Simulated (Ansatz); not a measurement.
Two structures of SnAsH$_{7}$S, singlet, reached by relaxing down either side of one saddle point (PBE0-D4/def2-TZVP). Energies are electronic, without zero-point energy. Computed with Ansatz 0.2.0 (basis: def2-TZVPP and def2-QZVPP); correlated methods freeze the cores. Filled d shells of the heavier atoms are correlated. Core potentials replace the inner electrons of the atoms past krypton. The def2 sets are not built for correlating such inner shells, so the correlated values are less sure here. Extrapolation: Hartree–Fock as exp(−7.88 √X), correlation as X^−2.97. First:

Sn1  (-1.364, 1.124, -1.151)
S2  (-0.806, 1.444, 1.170)
H3  (-0.819, -0.405, -1.674)
H4  (-3.062, 1.217, -1.205)
H5  (-0.635, 2.364, -2.064)
H6  (1.679, -1.299, 2.155)
As7  (1.664, -1.353, 0.636)
H8  (0.495, 1.661, 0.915)
H9  (0.354, -2.121, 0.611)
H10  (2.494, -2.631, 0.608)
(Å)

Second:

```xyz
10
angstrom
Sn -0.4948 0.0095 -1.3666
S -0.2957 1.4249 2.2308
H -0.4096 -0.5562 -2.9795
H -2.1080 -0.0874 -0.8235
H 0.0014 1.6454 -1.3581
H 0.9373 0.9823 2.5230
As 1.1250 -1.3729 0.1335
H 0.1834 2.4453 1.5032
H -0.0331 -1.9242 0.9511
H 1.0941 -2.5666 -0.8139
```

**Question.** Which bonds change from the first to the second?

**Answer.** SnH₄S ([SH][SnH3]) + AsH₃ → SnAsH₅ ([AsH2][SnH3]) + H₂S; bonds formed: Sn1–As7, S2–H6; bonds broken: Sn1–S2, H6–As7.

**Question.** Give the saddle point's structure and its height above each. (To be estimated.)

**Answer.** The calculation gives: 42.51 kcal/mol above the first and 42.30 kcal/mol above the second (CCSD(T) at an estimated basis limit (MP2 extrapolated from triple and quadruple zeta, plus CCSD(T) − MP2 in triple zeta)).
```xyz
10
angstrom
Sn -0.7462 0.4329 -1.0735
S -0.4454 1.3038 1.6510
H -0.5786 -0.5057 -2.5301
H -2.3957 0.3148 -0.6742
H -0.0477 1.9350 -1.4631
H 0.9642 -0.0938 1.4991
As 0.8932 -1.1994 0.3524
H 0.5100 2.1722 1.2815
H -0.0831 -2.1233 1.0312
H 1.9292 -2.2363 -0.0743
```

No T1 diagnostic of these runs exceeds 0.015.

Labels in which every atom is bracketed show which atoms are joined, not bond orders.

For scale, one of the runs: CCSD(T)/def2-TZVPP, 238 basis functions, launched by `ansatz run in.yaml --threads 8 --pin off --events-out ev --progress --plain --max-ram 19148MiB`. Time: 120 s of wall clock on 8 CPU threads of an Arm Neoverse V2; the host was shared. Peak host memory: 4.7 GiB.
